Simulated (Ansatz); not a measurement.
Geometry optimisation, RKS PBE-D4/STO-3G in Ansatz.

The input (input.yaml):

```yaml
crystal:
  periodic: [false, false, false]
  atoms:
    - { symbol: F, position_ang: [-1.7118, -0.7338, -1.1257] }
    - { symbol: B, position_ang: [-0.6119, -0.6452, -0.2653] }
    - { symbol: C, position_ang: [0.2491, -1.9475, -0.0928] }
    - { symbol: S, position_ang: [0.2232, -2.5587, 1.6215] }
    - { symbol: C, position_ang: [-0.2162, 0.7166, 0.4386] }
    - { symbol: Si, position_ang: [0.0975, 2.0652, -0.8234] }
    - { symbol: Cl, position_ang: [-1.5198, 1.2354, 1.527] }
    - { symbol: H, position_ang: [-0.0449, -2.7185, -0.7776] }
    - { symbol: H, position_ang: [1.3451, -1.7052, -0.2786] }
    - { symbol: H, position_ang: [0.9939, -1.5708, 2.1745] }
    - { symbol: H, position_ang: [0.6917, 0.5913, 1.0822] }
    - { symbol: H, position_ang: [-1.0974, 2.2719, -1.6067] }
    - { symbol: H, position_ang: [1.1503, 1.6563, -1.717] }
    - { symbol: H, position_ang: [0.4383, 3.3139, -0.1279] }
basis:
  gaussian: { orbitals: STO-3G }
hamiltonian:
  xc: pbe
  dispersion: d4
relax:
  f_tol: 0.02
  max_steps: 40
output:
  orbitals: {}
```

Run as:

```bash
$ ansatz run input.yaml --threads 1 --pin off --max-ram 2048MiB --backend cpu --events-out ev --progress --plain --runs-dir out
```

Where does it end, and by what steps?

It converged. Limits of this set-up: minimal basis. After 9 steps the energy has fallen by 0.645 eV; F1 moved furthest, 0.55 Å.

```tsv
step	energy less start (eV)	largest force component (eV/Å)	accepted
0	0.0000	2.497	yes
1	-0.3781	2.225	yes
2	-0.4955	0.932	yes
3	-0.5582	0.343	yes
4	-0.5951	0.488	yes
5	-0.6203	0.225	yes
6	-0.6357	0.397	yes
7	-0.6439	0.106	yes
8	-0.6448	0.034	yes
9	-0.6451	0.012	yes
```

```xyz
14
Properties=species:S:1:pos:R:3
F -1.866 -0.873 -0.618
B -0.636 -0.725 -0.123
C 0.459 -1.860 -0.286
S -0.157 -2.388 1.398
C -0.183 0.691 0.492
Si 0.100 2.009 -0.850
Cl -1.487 1.338 1.690
H 0.255 -2.675 -1.003
H 1.535 -1.615 -0.270
H 0.675 -1.540 2.085
H 0.736 0.608 1.110
H -1.108 2.184 -1.639
H 1.177 1.544 -1.714
H 0.487 3.274 -0.244
```

Whether the end is a true minimum wasn't checked by a vibrational analysis.

Run time: 48 s on 1 thread of Arm Neoverse V2, on a shared host, peak memory 0.22 GiB.
